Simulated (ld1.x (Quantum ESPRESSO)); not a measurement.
## nitrogen (N): one change to a PAW potential, before and after

- Element: N
- Generator: ld1.x (Quantum ESPRESSO) 7.5
- Type: PAW
- Functional: PBEsol
- Relativity: non-relativistic
- Frozen core: [He]
- Valence charge: 5
- Reference configuration: 2s2 2p2.75 (charge +0.25)
- Partial waves: 2s (bound): rcut 1.00, rcutus 1.25 bohr; 2s channel at 0.95 Ry: rcut 1.00, rcutus 1.25 bohr; 2p (bound): rcut 2.00, rcutus 2.70 bohr; 2p channel at -0.4 Ry: rcut 2.00, rcutus 2.70 bohr; 3d channel at -0.1 Ry: rcut 2.10, rcutus 2.20 bohr; 3d channel at 1.15 Ry: rcut 2.10, rcutus 2.20 bohr
- Local potential: all-electron potential smoothed inside 1.90 bohr (lloc = -2)
- Core correction: Bessel-smoothed model core, default radius (core density twice the valence density)
- Augmentation charge: PSQ, inside the norm-conserving radii

Change: local potential all-electron potential smoothed inside 1.40 bohr (lloc = -1).

Cutoffs: the cutoffs (Ry, on a coarse ladder) from which the occupation-weighted sum of valence levels, in a spherical-Bessel basis at the reference potential, stays within 10 and 1 mRy of its value at 400 Ry; they do not see the model core or the augmentation charge, which bear on the density cutoff. Errors are all-electron minus pseudo energies relative to the spin-unpolarised reference configuration.

Predict the effect on cutoff, ghosts and configuration errors.

The potential gets neither clearly harder nor softer (18 Ry and 30 Ry → 18 Ry and 30 Ry); the number of tests that count goes from 6 to 7; of the 6 tests that both files solve, the error grows in 4 and shrinks in 2 by more than 15 % and 0.3 meV (median size 17.0 → 4.6 meV); the range in which the p phases agree narrows (upper end 4.1 → 0.4); neither file shows a bound ghost at the reference potential, the only one tested.

| quantity | base | changed |
| --- | --- | --- |
| cutoff, loose | 18 Ry | 18 Ry |
| cutoff, tight | 30 Ry | 30 Ry |
| bound ghosts | none | none |
| tests counted (converged, no solver errors) | 6 of 7 | 7 of 7 |
| error for 2s2 2p3, meV [ΔE -2.14 eV] | -1.0 | -1.5 |
| error for 2s2 2p1, meV [ΔE 40.13 eV] | -71 | -122 |
| error for 2s2 2p0, meV [ΔE 87.02 eV] | +36 | -3.8 |
| error for 2s1 2p0, meV [ΔE 164.49 eV] | +30 | -21 |
| error for 2s2 2p2.5, meV [ΔE 2.93 eV] | -1.4 | -2.2 |
| error for 2s2 2p3.3, meV [ΔE -3.74 eV] | -3.5 | -5.3 |
| s: phases at 2.96 bohr within 0.05 rad from the reference energy up to (Ry; the scan ends near 5) | to the end of the scan | to the end of the scan |
| p: phases at 2.96 bohr within 0.05 rad from the reference energy up to (Ry; the scan ends near 5) | 4.1 | 0.4 |
| d: phases at 2.96 bohr within 0.05 rad from the reference energy up to (Ry; the scan ends near 5) | 4.3 | 4.0 |
| lowest overlap eigenvalue by channel | s 0.67, p 0.35, d 0.98 | s 0.57, p 0.27, d 0.50 |

Base: Tests not counted: 2s2 2p2 (solver errors, printed error -128 eV).
